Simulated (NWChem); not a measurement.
Molecule: C2H7BO; SMILES C(BO)C

```xyz
11

B     -0.6450     0.8915     0.0000
H     -1.6484     1.5730     0.0000
C     -0.7192    -0.6831     0.0000
C      0.6072    -1.4347     0.0000
H     -1.3382    -0.9753    -0.8694
H     -1.3382    -0.9753     0.8694
H      1.2146    -1.1948     0.8896
H      1.2146    -1.1948    -0.8896
H      0.4712    -2.5271     0.0000
O      0.5194     1.5776     0.0000
H      1.2910     0.9984     0.0000
```
Atoms are numbered in this order, from 1.

Computed with NWChem. Pople sets run with spherical d functions. Geometry: optimised at PBE0/def2-SVP. Core excitations by TDA in a window of 1s orbitals, non-relativistic and unshifted: absolute energies depend strongly on the exact-exchange share.

### Question
Predict the results for O K edge, BHandHLYP/6-311G**. Quantities: first 1s excitation (eV); dipole oscillator strength of the first; first state with f > 0.002 (eV); dipole oscillator strength of that state.

### Answer
The first 1s excitation (eV) is 531.9, the dipole oscillator strength of the first comes out as 0.0257 and the first state with f > 0.002 (eV) is 531.9. The dipole oscillator strength of that state is 0.0257.
